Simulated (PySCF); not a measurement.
**Broadened absorption spectrum of C2H2BF3**

C2H2BF3.
Geometry (PBE0-D3(BJ)/def2-SVP, Å), atoms numbered from 1 in this order:
```xyz
8
C2H2BF3 angstrom
B     -1.3230   -0.1568    0.1653
C      0.0498    0.4899    0.0771
F      0.2225    1.8082    0.2711
C      1.1839   -0.1949   -0.2088
F      2.3577    0.3492   -0.2971
F      1.2317   -1.4724   -0.4266
H     -1.4289   -1.3426   -0.0130
H     -2.2826    0.5287    0.4095
```

Method used: PySCF, TDDFT wB97X-D/def2-SVPD, vertical, gas phase, core orbitals frozen in the response.

Computed states:

```csv
state,E (eV),f
S1,5.37,0.269
S2,5.96,0.0000
S3,6.36,0.0043
S4,7.31,0.026
S5,8.03,0.0055
S6,8.95,0.016
S7,8.96,0.012
S8,9.02,0.115
S9,9.72,0.0009
S10,9.77,0.117
```

Broadening: Gaussians 0.4 eV wide at half height, area fixed by f = 4.319×10⁻⁹ ∫ε dν̃. The width is an assumption, not a result. The curve ends short of the highest state used, and states not computed would add to its high-energy end.

(1) What does the envelope look like, and where are its maxima?

(2) On this curve, what absorbance would a 10⁻⁴ mol/L sample give at 248 nm over a 1 cm path?

(3) Coming from long wavelengths, where does ε first pass 100 L mol⁻¹ cm⁻¹?

## Answers

(1) 
| λ (nm) | ε (L mol⁻¹ cm⁻¹) |
| --- | --- |
| 135.3 | 6490 |
| 138.2 | 9318 |
| 141.1 | 4095 |
| 144.0 | 639 |
| 146.9 | 60 |
| 149.8 | 128 |
| 152.7 | 322 |
| 155.5 | 354 |
| 158.4 | 202 |
| 161.3 | 199 |
| 164.2 | 643 |
| 167.1 | 1402 |
| 170.0 | 1710 |
| 172.9 | 1223 |
| 175.8 | 540 |
| 178.7 | 155 |
| 181.6 | 37 |
| 184.5 | 35 |
| 187.4 | 95 |
| 190.3 | 193 |
| 193.2 | 275 |
| 196.1 | 282 |
| 199.0 | 215 |
| 201.9 | 126 |
| 204.8 | 63 |
| 207.7 | 59 |
| 210.6 | 189 |
| 213.5 | 683 |
| 216.4 | 1982 |
| 219.3 | 4584 |
| 222.2 | 8572 |
| 225.1 | 13154 |
| 228.0 | 16807 |
| 230.9 | 18119 |
| 233.7 | 16775 |
| 236.6 | 13413 |
| 239.5 | 9363 |
| 242.4 | 5762 |
| 245.3 | 3155 |
| 248.2 | 1550 |
| 251.1 | 689 |
| 254.0 | 279 |
| 256.9 | 104 |
| 259.8 | 36 |

Maxima: 231 nm (5.37 eV), ε about 18000, made up of S1 (100%); 195 nm (6.36 eV), ε about 290, made up of S3 (100%); 170 nm (7.31 eV), ε about 1700, made up of S4 (100%); 154 nm (8.03 eV), ε about 370, made up of S5 (100%); 138 nm (9.01 eV), ε about 9600, made up of S6 (11%) and S8 (81%) (ε in L mol⁻¹ cm⁻¹; maxima over ε = 5, shares over 10%).

(2) 248 nm is 4.999 eV, where ε is about 1600 L mol⁻¹ cm⁻¹, so A = ε c l ≈ 0.16 (Beer–Lambert, with the gas-phase spectrum and the assumed width).

(3) At about 257 nm (4.82 eV), 0.55 eV below S1.

The vertical ionisation energy (ΔSCF) is 10.49 eV, 0.73 eV above S10.
